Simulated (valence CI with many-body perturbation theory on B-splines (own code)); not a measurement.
## E1 line list for O²⁺

Computed by configuration interaction combined with many-body perturbation theory (CI+MBPT): four valence electrons over a frozen Dirac-Fock core [He], radial functions for each j: 11 s, 11 p, 10 d, 8 f, 5 g, 2 h, with the one-electron correlation potential Σ1, the two-electron term Σ2, the three-electron term Σ3, Breit, model QED; selected CI, second order for the rest, scaled by the run's own slope (own B-spline code, finite nucleus).

Set against measurement, 32 paired levels are off by 133 cm⁻¹ on average, the worst by 418. These come from a selection out of Moore, Selected Tables of Atomic Spectra, NSRDS-NBS 3, section 11. Levels without a partner in it may be off by more. Among the levels kept, up to 2100 cm⁻¹ of a level comes from second order outside the variational space, and about a tenth of that is noise between levels of different J, which matters for small intervals.

Lines 151 to 200 of 563 in falling wavelength, among levels below 51.940 eV, chosen from the strongest by gf and those to the six lowest levels. Wavelengths and rates use the calculated energies, so an error of 100 cm⁻¹ moves a line at 8266 Å by 0.83 % and its rate by three times that or more. Electric multipoles are in the length gauge, E1 and E2 with the static RPA response of the core. Weak lines are less certain than strong ones. Lines between different terms over intervals too small for the method are left out, as are lines whose strength nearly cancels. Where a level lies close to another of its J and parity, the split of strength between their lines is uncertain. The highest levels of a list are the least certain.

Names give the largest LS component (configuration and term), which can be under half, so a name can repeat, a term be missing and a line seem to break the LS rules; names also repeat where a configuration has a term twice. Letters in brackets count levels of one name in rising energy.

```
λ vac (Å)                Upper                Lower   A (s⁻¹)  log gf  Branch %
     8266       2s2 2p 6h 3I_5  2s2 2p 5g 3H°_4 [a]  1.28e+08    1.16      96.4
     8263       2s2 2p 6h 3I_6  2s2 2p 5g 3G°_5 [a]  1.31e+08    1.24      98.2
     8261   2s2 2p 6h 3H_4 [a]      2s2 2p 5g 3G°_3  1.23e+08    1.06      92.7
     8260   2s2 2p 6h 3G_5 [a]  2s2 2p 5g 3F°_4 [a]  1.27e+08    1.15      95.4
     8256  2s2 2p 6g 3H°_4 [b]       2s2 2p 5f 1G_4  5.49e+06   -0.30       2.7
     8253       2s2 2p 6h 3G_3      2s2 2p 5g 1F°_3  1.00e+07   -0.15       7.6
     8249       2s2 2p 6h 1H_5  2s2 2p 5g 3H°_4 [b]  1.22e+08    1.14      91.2
     8245       2s2 2p 6h 3H_6  2s2 2p 5g 3G°_5 [b]  1.24e+08    1.22      92.9
     8242       2s2 2p 6h 3G_4  2s2 2p 5g 3F°_4 [b]  9.97e+06   -0.04       7.5
     8241      2s2 2p 6g 3F°_2       2s2 2p 5f 3D_1  6.82e+07    0.54      34.0
     8239      2s2 2p 6g 3F°_3       2s2 2p 5f 3D_2  7.58e+07    0.73      37.7
     8235   2s2 2p 6h 3H_4 [b]  2s2 2p 5g 3H°_4 [b]  1.07e+07   -0.01       8.0
     8232   2s2 2p 6h 3G_5 [b]  2s2 2p 5g 3G°_5 [b]  1.07e+07    0.08       8.0
     8226      2s2 2p 6g 1H°_5       2s2 2p 5f 1G_4  8.31e+07    0.97      41.5
     8220  2s2 2p 6g 3G°_5 [b]       2s2 2p 5f 3G_5  7.18e+06   -0.10       3.5
     8191  2s2 2p 6g 3G°_3 [b]       2s2 2p 5f 1D_2  6.65e+07    0.67      32.8
     8188  2s2 2p 6g 3F°_4 [b]       2s2 2p 5f 3D_3  7.03e+07    0.80      34.7
     8186      2s2 2p 6g 3H°_6       2s2 2p 5f 3G_5  8.85e+07    1.06      44.0
     8155      2s2 2p 6g 3F°_2       2s2 2p 5f 1D_2  1.08e+07   -0.27       5.4
     8150       2s2 2p 4p 1D_2      2s2 2p 4s 1P°_1  4.09e+07    0.31      13.7
     8143      2s2 2p 6g 3F°_3       2s2 2p 5f 3D_3  9.60e+06   -0.18       4.8
     8142  2s2 2p 6g 3G°_5 [a]       2s2 2p 5f 3F_4  7.96e+07    0.94      39.5
     8135  2s2 2p 6g 3G°_5 [b]       2s2 2p 5f 3G_4  6.99e+07    0.88      34.5
     8121  2s2 2p 6g 3F°_4 [a]       2s2 2p 5f 3F_3  1.04e+07   -0.03       5.1
     8118  2s2 2p 6g 3H°_4 [a]       2s2 2p 5f 3F_3  7.07e+07    0.80      34.9
     8112       2s2 2p 6f 3D_2      2s2 2p 5d 1P°_1  1.51e+07   -0.13       4.1
     8111  2s2 2p 6g 3F°_4 [b]       2s2 2p 5f 3G_4  8.71e+06   -0.11       4.3
     8109  2s2 2p 6g 3H°_4 [b]       2s2 2p 5f 3G_3  7.32e+07    0.81      36.0
     8104  2s2 2p 6g 3G°_3 [a]       2s2 2p 5f 3F_2  7.43e+07    0.71      35.5
     8099  2s2 2p 6g 3F°_4 [a]       2s2 2p 5f 1F_3  6.80e+07    0.78      33.5
     8097      2s2 2p 6g 1H°_5       2s2 2p 5f 3G_4  3.69e+06   -0.40       1.8
     8095  2s2 2p 6g 3H°_4 [a]       2s2 2p 5f 1F_3  8.70e+06   -0.11       4.3
     8086  2s2 2p 6g 3G°_3 [b]       2s2 2p 5f 3G_3  9.07e+06   -0.21       4.5
     8073   2s2 2p 6f 3F_4 [b]      2s2 2p 5d 1F°_3  6.11e+06   -0.27       1.6
     8051       2s2 2p 6f 1D_2      2s2 2p 5d 1P°_1  2.98e+07    0.16       8.1
     7987       2s2 2p 6f 1G_4      2s2 2p 5d 1F°_3  4.50e+07    0.59      12.9
     7949      2s2 2p 4d 3D°_3       2s2 2p 4p 3D_3  1.38e+07   -0.04       0.3
     7915  2s2 2p 6g 3G°_5 [b]       2s2 2p 5f 3F_4  7.60e+06   -0.11       3.7
     7892  2s2 2p 6g 3H°_4 [b]       2s2 2p 5f 3F_3  5.15e+06   -0.36       2.5
     7857  2s2 2p 6g 3F°_4 [b]       2s2 2p 5f 1F_3  5.90e+06   -0.31       2.9
     7855      2s2 2p 4d 3D°_2       2s2 2p 4p 3D_2  1.07e+07   -0.31       0.2
     7840      2s 2p2 3p 3P°_2       2s2 2p 4p 3S_1  2.18e+07    0.00       5.2
     7811      2s2 2p 4d 3P°_1       2s2 2p 4p 3S_1  2.20e+07   -0.22       3.7
     7730   2s2 2p 6f 3F_4 [a]      2s2 2p 5d 3D°_3  1.82e+07    0.17       4.8
     7675       2s2 2p 6f 1F_3      2s2 2p 5d 3D°_2  8.83e+06   -0.26       2.3
     7669       2s2 2p 6f 3F_3      2s2 2p 5d 3D°_2  2.07e+07    0.11       5.4
     7648       2s2 2p 6f 3D_2      2s2 2p 5d 3P°_1  2.00e+07   -0.06       5.4
     7626       2s2 2p 6f 3F_2      2s2 2p 5d 3D°_1  4.17e+07    0.26      10.9
     7626       2s2 2p 6f 3D_3      2s2 2p 5d 3P°_2  3.67e+07    0.35       9.6
     7615       2s2 2p 6f 3D_2      2s2 2p 5d 3P°_2  9.36e+06   -0.39       2.5
```
